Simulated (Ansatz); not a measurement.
BH$_{4}$Cl$_{2}$OF, singlet: a trajectory.

The input file, in.yaml:

```yaml
crystal:
  periodic: [false, false, false]
  atoms:
    - {symbol: B, position_ang: [-0.051086, 0.642498, -0.456293]}
    - {symbol: H, position_ang: [-0.464027, -0.530092, -1.029989]}
    - {symbol: Cl, position_ang: [1.243752, 1.192111, -1.557929]}
    - {symbol: Cl, position_ang: [-1.578636, 1.597145, -0.417481]}
    - {symbol: H, position_ang: [0.447827, -0.882120, 0.932688]}
    - {symbol: O, position_ang: [0.438835, 0.339478, 0.907309]}
    - {symbol: H, position_ang: [-0.170827, -1.199810, -0.447395]}
    - {symbol: F, position_ang: [0.267002, -1.899547, 0.497107]}
    - {symbol: H, position_ang: [-0.132740, 0.740237, 1.571983]}
basis:
  gaussian: {orbitals: def2-SVP}
hamiltonian: {xc: pbe0, dispersion: d4}
md: {n_steps: 30, timestep: 0.5, temperature: 300, ensemble: nvt_nose_hoover, seed: 841, initial_velocities: maxwell_boltzmann}
```

Command:

```bash
ansatz run in.yaml --threads 4 --pin off --events-out ev --progress --plain --max-ram 9574MiB
```

What Ansatz 0.2.0 printed:

```
Functional definition: PBE0
  name "PBE0"
  cite "Adamo & Barone, J. Chem. Phys. 110, 6158 (1999) doi:10.1063/1.478522"
  cite "Perdew, Burke & Ernzerhof, Phys. Rev. Lett. 77, 3865 (1996) doi:10.1103/PhysRevLett.77.3865"
  parent pbe
  parameter a = 0.25
  parameter kappa = 0.804
  parameter beta = 0.06672455060314922
  exchange = (1 - a)*pbe_x(kappa = kappa, mu = beta*pi^2/3) + a*exact_x
  correlation = pbe_c(beta = beta)
1017 factors; integrals over basis functions are off by at most 2.7e-4 eV
mean field evaluation 1: about -30524.0988 eV, gradient 4.1e1 eV
mean field evaluation 2: about -30522.2925 eV, gradient 5.3e1 eV
mean field evaluation 4: about -30526.7657 eV, gradient 9.8e-1 eV
mean field evaluation 8: about -30526.8083 eV, gradient 6.7e-2 eV
mean field -30526.80835293 eV, -1121.8395151564 hartree, gradient 2.1e-5 eV, S^2 0.000000; 0 other end points of the search recorded, 0 dependent functions left out
the calculation of the forces begins
reference -30526.80837268 eV, -1121.8395158821 hartree; 30, 30 occupied and 68, 68 virtual orbitals, 1017 factors
md step     0: t =     0.00 fs  T =   300.0 K  F+E_penalty+E_count = -30526.97647252 eV  E_kin = 0.271446 eV  conserved = -30526.70502652 eV  (26 SCF iters)
md step     1: t =     0.50 fs  T =   290.9 K  F+E_penalty+E_count = -30526.96798393 eV  E_kin = 0.263232 eV  conserved = -30526.70475178 eV  (32 SCF iters, 3 dispersion substeps)
md step     2: t =     1.00 fs  T =   267.0 K  F+E_penalty+E_count = -30526.94583589 eV  E_kin = 0.241612 eV  conserved = -30526.70422472 eV  (32 SCF iters, 3 dispersion substeps)
md step     3: t =     1.50 fs  T =   236.7 K  F+E_penalty+E_count = -30526.91789403 eV  E_kin = 0.214208 eV  conserved = -30526.70368867 eV  (32 SCF iters, 3 dispersion substeps)
md step     4: t =     2.00 fs  T =   209.0 K  F+E_penalty+E_count = -30526.89242877 eV  E_kin = 0.189122 eV  conserved = -30526.70331240 eV  (31 SCF iters, 3 dispersion substeps)
md step     5: t =     2.50 fs  T =   190.3 K  F+E_penalty+E_count = -30526.87534942 eV  E_kin = 0.172180 eV  conserved = -30526.70318094 eV  (32 SCF iters, 3 dispersion substeps)
md step     6: t =     3.00 fs  T =   182.9 K  F+E_penalty+E_count = -30526.86874314 eV  E_kin = 0.165448 eV  conserved = -30526.70331509 eV  (32 SCF iters, 3 dispersion substeps)
md step     7: t =     3.50 fs  T =   184.4 K  F+E_penalty+E_count = -30526.87051042 eV  E_kin = 0.166864 eV  conserved = -30526.70367810 eV  (32 SCF iters, 3 dispersion substeps)
md step     8: t =     4.00 fs  T =   188.9 K  F+E_penalty+E_count = -30526.87501276 eV  E_kin = 0.170899 eV  conserved = -30526.70416158 eV  (32 SCF iters, 3 dispersion substeps)
md step     9: t =     4.50 fs  T =   188.3 K  F+E_penalty+E_count = -30526.87491108 eV  E_kin = 0.170409 eV  conserved = -30526.70456833 eV  (32 SCF iters, 3 dispersion substeps)
md step    10: t =     5.00 fs  T =   176.6 K  F+E_penalty+E_count = -30526.86433683 eV  E_kin = 0.159776 eV  conserved = -30526.70464743 eV  (32 SCF iters, 3 dispersion substeps)
md step    11: t =     5.50 fs  T =   153.2 K  F+E_penalty+E_count = -30526.84270650 eV  E_kin = 0.138578 eV  conserved = -30526.70423693 eV  (32 SCF iters, 3 dispersion substeps)
md step    12: t =     6.00 fs  T =   125.5 K  F+E_penalty+E_count = -30526.81690467 eV  E_kin = 0.113557 eV  conserved = -30526.70347816 eV  (32 SCF iters, 3 dispersion substeps)
md step    13: t =     6.50 fs  T =   106.2 K  F+E_penalty+E_count = -30526.79880437 eV  E_kin = 0.096098 eV  conserved = -30526.70285748 eV  (32 SCF iters, 3 dispersion substeps)
md step    14: t =     7.00 fs  T =   105.2 K  F+E_penalty+E_count = -30526.79790295 eV  E_kin = 0.095229 eV  conserved = -30526.70284826 eV  (31 SCF iters, 3 dispersion substeps)
md step    15: t =     7.50 fs  T =   122.9 K  F+E_penalty+E_count = -30526.81441102 eV  E_kin = 0.111170 eV  conserved = -30526.70344218 eV  (31 SCF iters, 3 dispersion substeps)
md step    16: t =     8.00 fs  T =   149.7 K  F+E_penalty+E_count = -30526.83935011 eV  E_kin = 0.135425 eV  conserved = -30526.70416350 eV  (27 SCF iters, 3 dispersion substeps)
md step    17: t =     8.50 fs  T =   173.7 K  F+E_penalty+E_count = -30526.86146178 eV  E_kin = 0.157198 eV  conserved = -30526.70454840 eV  (30 SCF iters, 3 dispersion substeps)
md step    18: t =     9.00 fs  T =   188.0 K  F+E_penalty+E_count = -30526.87427715 eV  E_kin = 0.170140 eV  conserved = -30526.70447814 eV  (30 SCF iters, 3 dispersion substeps)
md step    19: t =     9.50 fs  T =   193.0 K  F+E_penalty+E_count = -30526.87835276 eV  E_kin = 0.174636 eV  conserved = -30526.70411963 eV  (31 SCF iters, 3 dispersion substeps)
md step    20: t =    10.00 fs  T =   194.3 K  F+E_penalty+E_count = -30526.87906273 eV  E_kin = 0.175819 eV  conserved = -30526.70371283 eV  (32 SCF iters, 3 dispersion substeps)
md step    21: t =    10.50 fs  T =   198.9 K  F+E_penalty+E_count = -30526.88282260 eV  E_kin = 0.179934 eV  conserved = -30526.70342847 eV  (31 SCF iters, 3 dispersion substeps)
md step    22: t =    11.00 fs  T =   211.6 K  F+E_penalty+E_count = -30526.89418005 eV  E_kin = 0.191464 eV  conserved = -30526.70333244 eV  (31 SCF iters, 3 dispersion substeps)
md step    23: t =    11.50 fs  T =   234.2 K  F+E_penalty+E_count = -30526.91466918 eV  E_kin = 0.211947 eV  conserved = -30526.70342525 eV  (31 SCF iters, 3 dispersion substeps)
md step    24: t =    12.00 fs  T =   265.2 K  F+E_penalty+E_count = -30526.94280141 eV  E_kin = 0.239917 eV  conserved = -30526.70368705 eV  (31 SCF iters, 3 dispersion substeps)
md step    25: t =    12.50 fs  T =   299.8 K  F+E_penalty+E_count = -30526.97442868 eV  E_kin = 0.271265 eV  conserved = -30526.70408064 eV  (31 SCF iters, 3 dispersion substeps)
md step    26: t =    13.00 fs  T =   331.6 K  F+E_penalty+E_count = -30527.00347091 eV  E_kin = 0.300009 eV  conserved = -30526.70450564 eV  (30 SCF iters, 3 dispersion substeps)
md step    27: t =    13.50 fs  T =   353.7 K  F+E_penalty+E_count = -30527.02365369 eV  E_kin = 0.320074 eV  conserved = -30526.70476061 eV  (30 SCF iters, 3 dispersion substeps)
md step    28: t =    14.00 fs  T =   362.9 K  F+E_penalty+E_count = -30527.03164821 eV  E_kin = 0.328350 eV  conserved = -30526.70461910 eV  (31 SCF iters, 3 dispersion substeps)
md step    29: t =    14.50 fs  T =   362.1 K  F+E_penalty+E_count = -30527.03027915 eV  E_kin = 0.327680 eV  conserved = -30526.70405858 eV  (30 SCF iters, 3 dispersion substeps)
md step    30: t =    15.00 fs  T =   361.0 K  F+E_penalty+E_count = -30527.02847667 eV  E_kin = 0.326639 eV  conserved = -30526.70343200 eV  (27 SCF iters, 3 dispersion substeps)
Total energy: -30527.02849665 eV, -1121.8476052889 hartree
Atom 0 at    -0.040240     0.684752    -0.392119 Å, force     0.692120     0.482421     0.219624 eV/Å
Atom 1 at    -0.661572    -0.536762    -1.205862 Å, force     0.047876     0.256076     0.015524 eV/Å
Atom 2 at     1.242544     1.163399    -1.553938 Å, force    -0.224400    -0.201800     0.192883 eV/Å
Atom 3 at    -1.577130     1.580327    -0.419757 Å, force    -0.324167     0.200857    -0.000825 eV/Å
Atom 4 at     0.453962    -1.047678     0.970750 Å, force    -0.000036    -0.478305    -0.597864 eV/Å
Atom 5 at     0.436792     0.377200     0.925214 Å, force     1.126578    -0.333600    -2.073337 eV/Å
Atom 6 at    -0.266190    -1.012049    -0.686380 Å, force    -0.129612    -0.026406    -0.060638 eV/Å
Atom 7 at     0.276897    -1.870334     0.462247 Å, force     0.330913    -0.896924     0.696612 eV/Å
Atom 8 at    -0.126840     0.723493     1.573096 Å, force    -1.519272     0.997681     1.608021 eV/Å
Dipole moment:    -0.219751    -0.004247     0.369216 e Å

[the SCF lines of later steps are left out]
```

The run took about 46 s on 4 CPU threads of an Intel Xeon Platinum 8259CL (shared host).
